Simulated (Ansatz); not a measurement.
Geometry optimisation, RKS revPBE-D4/6-31G (Ansatz).

The input (input.yaml):

```yaml
crystal:
  periodic: [false, false, false]
  atoms:
    - { symbol: O, position_ang: [-1.964, 0.0988, -0.5576] }
    - { symbol: Si, position_ang: [-0.5305, -0.5654, -0.6923] }
    - { symbol: C, position_ang: [0.39667, 0.24549, -2.0963] }
    - { symbol: C, position_ang: [0.07692, -1.2192, -2.35798] }
    - { symbol: Cl, position_ang: [-1.17675, -1.57111, -3.50414] }
    - { symbol: H, position_ang: [-2.0084, 1.1043, -0.3445] }
    - { symbol: H, position_ang: [0.35761, -0.48144, 0.48128] }
    - { symbol: H, position_ang: [-0.11056, 1.00021, -2.63823] }
    - { symbol: H, position_ang: [1.45497, 0.49403, -1.90465] }
    - { symbol: H, position_ang: [0.81072, -1.91505, -2.32993] }
basis:
  gaussian: { orbitals: "6-31G" }
hamiltonian:
  xc: revpbe
  dispersion: d4
relax:
  f_tol: 0.015
  max_steps: 40
```

Launched with:

```bash
$ ansatz run input.yaml --threads 1 --pin off --max-ram 2048MiB --backend cpu --events-out ev --progress --plain --runs-dir out
```

Q: Where does it end, and by what steps?

A: The forces met the threshold. Limits of this set-up: no polarisation functions. After 25 steps the energy has fallen by 1.367 eV; H6 moved furthest, 1.12 Å.

```json
{"step": "0", "energy less start (eV)": "0.0000", "largest force component (eV/Å)": "5.447", "accepted": "yes"}
{"step": "1", "energy less start (eV)": "-0.9967", "largest force component (eV/Å)": "2.472", "accepted": "yes"}
{"step": "2", "energy less start (eV)": "-1.2299", "largest force component (eV/Å)": "0.607", "accepted": "yes"}
{"step": "3", "energy less start (eV)": "-1.2684", "largest force component (eV/Å)": "0.188", "accepted": "yes"}
{"step": "4", "energy less start (eV)": "-1.2716", "largest force component (eV/Å)": "0.376", "accepted": "yes"}
{"step": "5", "energy less start (eV)": "-1.2776", "largest force component (eV/Å)": "0.067", "accepted": "yes"}
{"step": "6", "energy less start (eV)": "-1.2797", "largest force component (eV/Å)": "0.453", "accepted": "yes"}
{"step": "7", "energy less start (eV)": "-1.2797", "largest force component (eV/Å)": "0.484", "accepted": "yes"}
{"step": "8", "energy less start (eV)": "-1.2796", "largest force component (eV/Å)": "0.190", "accepted": "no"}
{"step": "9", "energy less start (eV)": "-1.2858", "largest force component (eV/Å)": "0.073", "accepted": "yes"}
{"step": "10", "energy less start (eV)": "-1.2937", "largest force component (eV/Å)": "0.309", "accepted": "yes"}
{"step": "11", "energy less start (eV)": "-1.2748", "largest force component (eV/Å)": "1.215", "accepted": "no"}
{"step": "12", "energy less start (eV)": "-1.3032", "largest force component (eV/Å)": "0.233", "accepted": "yes"}
{"step": "13", "energy less start (eV)": "-1.3124", "largest force component (eV/Å)": "0.251", "accepted": "yes"}
{"step": "14", "energy less start (eV)": "-1.3191", "largest force component (eV/Å)": "0.577", "accepted": "yes"}
{"step": "15", "energy less start (eV)": "-1.3360", "largest force component (eV/Å)": "0.256", "accepted": "yes"}
{"step": "16", "energy less start (eV)": "-1.2353", "largest force component (eV/Å)": "1.040", "accepted": "no"}
{"step": "17", "energy less start (eV)": "-1.3484", "largest force component (eV/Å)": "0.399", "accepted": "yes"}
{"step": "18", "energy less start (eV)": "-1.3556", "largest force component (eV/Å)": "0.252", "accepted": "yes"}
{"step": "19", "energy less start (eV)": "-1.3613", "largest force component (eV/Å)": "0.233", "accepted": "yes"}
{"step": "20", "energy less start (eV)": "-1.3652", "largest force component (eV/Å)": "0.106", "accepted": "yes"}
{"step": "21", "energy less start (eV)": "-1.3662", "largest force component (eV/Å)": "0.034", "accepted": "yes"}
{"step": "22", "energy less start (eV)": "-1.3661", "largest force component (eV/Å)": "0.115", "accepted": "no"}
{"step": "23", "energy less start (eV)": "-1.3666", "largest force component (eV/Å)": "0.025", "accepted": "yes"}
{"step": "24", "energy less start (eV)": "-1.3667", "largest force component (eV/Å)": "0.035", "accepted": "yes"}
{"step": "25", "energy less start (eV)": "-1.3668", "largest force component (eV/Å)": "0.015", "accepted": "yes"}
```

```xyz
10
Properties=species:S:1:pos:R:3
O -1.901 0.337 -0.170
Si -0.308 -0.245 -0.558
C 0.629 0.315 -2.133
C 0.006 -1.112 -2.229
Cl -1.449 -1.274 -3.410
H -2.584 0.312 -0.879
H 0.359 -0.633 0.727
H 0.156 1.089 -2.749
H 1.725 0.367 -2.165
H 0.675 -1.965 -2.379
```

Whether the end is a true minimum wasn't checked by a vibrational analysis.

The run took 83 s on 1 thread of Intel(R) Xeon(R) Platinum 8375C CPU @ 2.90GHz (Ice Lake) (shared host), peak memory 0.18 GiB.
